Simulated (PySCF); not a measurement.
Chain-length series, n-germane H/H (end groups after the name). All species are isolated molecules in the gas phase. One relaxed conformer stands for each flexible species; it need not be the lowest. Strings in code marks are SMILES.

The numbers are results of PBE-D3(BJ)/def2-TZVP // PBE0-D3(BJ)/def2-SVP (PySCF 2.14.0), not measurements. All candidates: neutral, multiplicity 1. Excitations are Tamm–Dancoff values on a coarser integration grid. The basis has no diffuse functions, so Rydberg states are missing or too high.

- HOMO–LUMO gap: 4.61 eV
- brightest of the four lowest singlets (TDA): 5.24 eV
- HOMO: -6.23 eV

Q: Which member has these values?
A. `[GeH3][GeH3]`
B. `[GeH3][GeH2][GeH3]`
C. `[GeH3][GeH2][GeH2][GeH2][GeH2][GeH3]`

A: C, `[GeH3][GeH2][GeH2][GeH2][GeH2][GeH3]`. The others give `[GeH3][GeH2][GeH3]`: 5.93 eV, 6.54 eV, -6.81 eV; `[GeH3][GeH3]`: 6.62 eV, 7.39 eV, -7.12 eV
